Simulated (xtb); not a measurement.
C5H7FO2 (SMILES C=C(F)C(=O)OCC), singlet, at a GFN2-xTB geometry; GFN1-xTB in xtb.

Input for xtb:
```
$ xtb mol.xyz --gfn 1 --ohess --json

# file mol.xyz
15

C      2.81484351     0.10214238     0.20729221
C      1.57603227     0.33824942    -0.19638991
F      1.31769639     1.20613037    -1.19065490
C      0.37459893    -0.31786650     0.39606849
O      0.43945284    -1.11979645     1.29496247
O     -0.74744258     0.08674685    -0.18163158
C     -1.96191225    -0.48166286     0.31183832
C     -3.11708435     0.10709106    -0.47434626
H      2.97996800    -0.59826716     1.00475553
H      3.66018044     0.59226715    -0.24122343
H     -1.91089698    -1.57044941     0.19851780
H     -2.04567103    -0.25597186     1.38092592
H     -3.13956817     1.18668293    -0.35415745
H     -3.00546371    -0.12126394    -1.53069104
H     -4.05276683    -0.31149520    -0.11565748
```

Write the output that xtb gives for this input, abridged.


```
   ID    Z sym.   atoms
    1    6 C      1, 2, 4, 7, 8
    2    9 F      3
    3    8 O      5, 6
    4    1 H      9-15

           -------------------------------------------------
          |                Calculation Setup                |
           -------------------------------------------------

           -------------------------------------------------
          |                 G F N 1 - x T B                 |
           -------------------------------------------------

          ...................................................
          :                      SETUP                      :
          :.................................................:
          :  # basis functions                  46          :
          :  # atomic orbitals                  46          :
          :  # shells                           30          :
          :  # electrons                        46          :
          :  # halogen bonds                     0          :
          :  max. iterations                   250          :
          :  Hamiltonian                  GFN1-xTB          :
          :  restarted?                      false          :
          :  GBSA solvation                  false          :
          :  PC potential                    false          :
          :  electronic temp.          300.0000000     K    :
          :  accuracy                    1.0000000          :
          :  -> integral cutoff          0.2500000E+02      :
          :  -> integral neglect         0.1000000E-07      :
          :  -> SCF convergence          0.1000000E-05 Eh   :
          :  -> wf. convergence          0.2000000E-04 e    :
          :  Broyden damping             0.4000000          :
          :  net charge                          0          :
          :  unpaired electrons                  0          :
          ...................................................

 iter      E             dE          RMSdq      gap      omega  full diag
   1    -28.9942030 -0.289942E+02  0.817E+00    4.46       0.0  T
   2    -29.1269969 -0.132794E+00  0.485E+00    4.06       1.0  T
   3    -29.1224872  0.450973E-02  0.206E+00    4.32       1.0  T
   4    -29.1388698 -0.163826E-01  0.196E-01    4.21       1.0  T
   5    -29.1393061 -0.436331E-03  0.663E-02    4.19       1.0  T
   6    -29.1393298 -0.236678E-04  0.174E-02    4.19       1.5  T
   7    -29.1393322 -0.242203E-05  0.185E-03    4.19      14.0  T
   8    -29.1393322 -0.495654E-07  0.715E-04    4.19      36.1  T
   9    -29.1393322 -0.414289E-08  0.300E-04    4.19      86.0  T
  10    -29.1393322 -0.247010E-09  0.473E-05    4.19     545.9  T
  11    -29.1393322 -0.232383E-10  0.231E-05    4.19    1118.0  T

   *** convergence criteria satisfied after 11 iterations ***

         :::::::::::::::::::::::::::::::::::::::::::::::::::::
         ::                     SUMMARY                     ::
         :::::::::::::::::::::::::::::::::::::::::::::::::::::
         :: total energy             -28.873605854932 Eh    ::
         :: gradient norm              0.016186296284 Eh/a0 ::
         :: HOMO-LUMO gap              4.189374099293 eV    ::
         ::.................................................::
         :: SCC energy               -29.139332242986 Eh    ::
         :: -> electrostatic           0.103321730330 Eh    ::
         :: repulsion energy           0.270685770247 Eh    ::
         :: dispersion energy         -0.004959382193 Eh    ::
         :: halogen bond corr.         0.000000000000 Eh    ::
         :: add. restraining           0.000000000000 Eh    ::
         :: total charge               0.000000000000 e     ::
         :::::::::::::::::::::::::::::::::::::::::::::::::::::

      -----------------------------------------------------------
     |                   =====================                   |
     |                        A N C O P T                        |
     |                   =====================                   |
     |               Approximate Normal Coordinate               |
     |                Rational Function Optimizer                |
      -----------------------------------------------------------
      -----------------------------------------------------------
     |                   =====================                   |
     |                        A N C O P T                        |
     |                   =====================                   |
     |               Approximate Normal Coordinate               |
     |                Rational Function Optimizer                |
      -----------------------------------------------------------

          ...................................................
          :                      SETUP                      :
          :.................................................:
          :   optimization level            normal          :
          :   max. optcycles                   200          :
          :   ANC micro-cycles                  20          :
          :   degrees of freedom                39          :
          :.................................................:
          :   RF solver                   davidson          :
          :   write xtbopt.log                true          :
          :   linear?                        false          :
          :   energy convergence         0.5000000E-05 Eh   :
          :   grad. convergence          0.1000000E-02 Eh/α :
          :   maxmium RF displ.          1.0000000          :
          :   Hlow (freq-cutoff)         0.1000000E-01      :
          :   Hmax (freq-cutoff)         5.0000000          :
          :   S6 in model hess.         20.0000000          :
          ...................................................

generating ANC from exact Hessian ...
Using Lindh-Hessian (1995)
 Shifting diagonal of input Hessian by    7.4512873316788589E-003
 Lowest  eigenvalues of input Hessian
[...]
 * total energy  :   -28.8736059 Eh     change       -0.3858247E-11 Eh
 * total energy  :   -28.8738864 Eh     change       -0.2805053E-03 Eh
 * total energy  :   -28.8739401 Eh     change       -0.5377148E-04 Eh
 * total energy  :   -28.8739469 Eh     change       -0.6749687E-05 Eh
 * total energy  :   -28.8739491 Eh     change       -0.2217467E-05 Eh
   *** GEOMETRY OPTIMIZATION CONVERGED AFTER 5 ITERATIONS ***
         :: total energy             -28.873949098876 Eh    ::
[...]
eigval :       -0.00    -0.00    -0.00     0.00     0.00     0.00
eigval :       13.02    66.17   114.69   121.74   197.22   248.47
eigval :      321.08   365.92   391.62   505.15   590.49   692.89
eigval :      756.49   803.96   854.56   892.92   923.27   932.74
eigval :     1076.96  1131.74  1155.15  1196.05  1250.94  1290.11
eigval :     1337.38  1347.43  1386.83  1454.41  1459.58  1472.53
eigval :     1701.26  1764.75  2991.85  3008.81  3044.69  3093.36
eigval :     3097.64  3131.28  3192.35
 reduced masses (amu)
   1: 10.72   2: 14.03   3: 13.38   4: 15.07   5: 12.68   6: 13.03   7:  9.11   8: 13.43
   9: 12.70  10:  7.94  11:  5.11  12: 13.28  13: 10.74  14: 11.68  15: 11.59  16: 14.13
  17: 11.78  18:  7.15  19:  7.17  20:  2.23  21:  3.76  22: 12.17  23:  9.53  24:  7.72
  25:  9.58  26:  8.69  27:  5.41  28: 13.03  29:  1.95  30: 11.22  31:  2.73  32:  4.98
  33:  4.15  34:  1.83  35:  1.48  36:  1.62  37: 11.61  38: 13.45  39:  1.49  40:  2.01
  41:  1.27  42:  2.00  43:  2.00  44:  1.55  45:  2.14
 IR intensities (km·mol⁻¹)
   1:  0.14   2:  0.02   3:  0.02   4:  0.01   5:  0.08   6:  0.03   7:  0.00   8:  8.17
   9:  1.40  10:  1.23  11:  0.19  12: 14.61  13:  4.51  14:  5.80  15: 32.37  16:  1.88
Molecule has the following symmetry elements: (sigma)
It seems to be the Cs point group
  17: 14.92  18:  6.99  19: 34.36  20:  1.79  21: 64.60  22: 27.06  23: 11.66  24: 17.30
  25:  9.26  26: 42.13  27: 16.01  28:232.81  29:  1.28  30:459.68  31:  8.96  32: 59.75
  33:  9.17  34:  0.66  35:  8.65  36: 13.54  37: 80.57  38:366.91  39: 15.66  40: 13.29
  41:  6.66  42: 10.26  43: 12.57  44:  1.28  45:  0.40
 Raman intensities (Ä⁴*amu⁻¹)
   1:  0.00   2:  0.00   3:  0.00   4:  0.00   5:  0.00   6:  0.00   7:  0.00   8:  0.00
   9:  0.00  10:  0.00  11:  0.00  12:  0.00  13:  0.00  14:  0.00  15:  0.00  16:  0.00
  17:  0.00  18:  0.00  19:  0.00  20:  0.00  21:  0.00  22:  0.00  23:  0.00  24:  0.00
  25:  0.00  26:  0.00  27:  0.00  28:  0.00  29:  0.00  30:  0.00  31:  0.00  32:  0.00
  33:  0.00  34:  0.00  35:  0.00  36:  0.00  37:  0.00  38:  0.00  39:  0.00  40:  0.00
  41:  0.00  42:  0.00  43:  0.00  44:  0.00  45:  0.00
 output can be read by thermo (or use thermo option).
 writing <g98.out> molden fake output.
 recommended (thermochemical) frequency scaling factor: 1.0
           -------------------------------------------------
          |             Thermodynamic Functions             |
           -------------------------------------------------

cs  symmetry found (for desy threshold:  0.10E+00) used in thermo

          ...................................................
          :                      SETUP                      :
          :.................................................:
          :  # frequencies                          39      :
          :  # imaginary freq.                       0      :
          :  linear?                             false      :
          :  only rotor calc.                    false      :
          :  symmetry                               cs      :
          :  rotational number                       1      :
          :  scaling factor                  1.0000000      :
          :  rotor cutoff                   50.0000000 cm⁻¹ :
          :  imag. cutoff                  -20.0000000 cm⁻¹ :
          :.................................................:

    mode    ω/cm⁻¹     T·S(HO)/kcal·mol⁻¹    T·S(FR)/kcal·mol⁻¹   T·S(vib)
   ------------------------------------------------------------------------
       1     13.02    -2.23235 (  0.46%)    -1.45416 ( 99.54%)    -1.45771
       2     66.17    -1.27133 ( 75.42%)    -0.97331 ( 24.58%)    -1.19807
       3    114.69    -0.95047 ( 96.51%)    -0.81047 (  3.49%)    -0.94559
       4    121.74    -0.91609 ( 97.23%)    -0.79282 (  2.77%)    -0.91268
       5    197.22    -0.64365 ( 99.59%)    -0.64994 (  0.41%)    -0.64368
       6    248.47    -0.51920 ( 99.84%)    -0.58153 (  0.16%)    -0.51930
   ------------------------------------------------------------------------

   temp. (K)  partition function   enthalpy   heat capacity  entropy
                                   cal/mol     cal/K/mol   cal/K/mol   J/K/mol
 298.15  VIB  0.184E+04             3936.543     23.325     25.266
         ROT  0.386E+06              888.752      2.981     28.547
         INT  0.709E+09             4825.295     26.305     53.813
         TR   0.124E+28             1481.254      4.968     40.196
         TOT                        6306.5493    31.2736    94.0090   393.3335

       T/K    H(0)-H(T)+PV         H(T)/Eh          T*S/Eh         G(T)/Eh
   ------------------------------------------------------------------------
    298.15    0.100501E-01    0.122540E+00    0.446667E-01    0.778737E-01
   ------------------------------------------------------------------------

         :::::::::::::::::::::::::::::::::::::::::::::::::::::
         ::                  THERMODYNAMIC                  ::
         :::::::::::::::::::::::::::::::::::::::::::::::::::::
         :: total free energy         -28.796075384693 Eh   ::
         ::.................................................::
         :: total energy              -28.873949098876 Eh   ::
         :: zero point energy           0.112490279773 Eh   ::
         :: G(RRHO) w/o ZPVE           -0.034616565590 Eh   ::
         :: G(RRHO) contrib.            0.077873714183 Eh   ::
         :::::::::::::::::::::::::::::::::::::::::::::::::::::

optimized geometry written to: xtbopt.xyz

           -------------------------------------------------
          | TOTAL ENERGY              -28.873949098876 Eh   |
          | TOTAL ENTHALPY            -28.751408693092 Eh   |
          | TOTAL FREE ENERGY         -28.796075384693 Eh   |
          | GRADIENT NORM               0.000288604760 Eh/α |
          | HOMO-LUMO GAP               4.187168668864 eV   |
           -------------------------------------------------

normal termination of xtb
```
